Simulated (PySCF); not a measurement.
F6P, SMILES F[P-](F)(F)(F)(F)F, charge -1. Coordinates come from a TPSSh-D3(BJ)/def2-SVPD optimisation.

Computed equilibrium geometry at TPSSh-D3(BJ)/def2-SVPD (PySCF confirms it by a frequency run) as bond lengths and angles, and its point group:
point group Oh.
Atoms: F1 P2 F3 F4 F5 F6 F7. Bonds (Å): F1–P2 1.650, P2–F3 1.650, P2–F4 1.650, P2–F5 1.650, P2–F6 1.650, P2–F7 1.650. Angles (°): F1–P2–F3 90.0, F1–P2–F4 90.0, F1–P2–F5 90.0, F1–P2–F6 180.0, F1–P2–F7 90.0, F3–P2–F4 180.0, F3–P2–F5 90.0, F3–P2–F6 90.0, F3–P2–F7 90.0, F4–P2–F5 90.0, F4–P2–F6 90.0, F4–P2–F7 90.0, F5–P2–F6 90.0, F5–P2–F7 180.0, F6–P2–F7 90.0.
Charge -1, spin multiplicity 1.
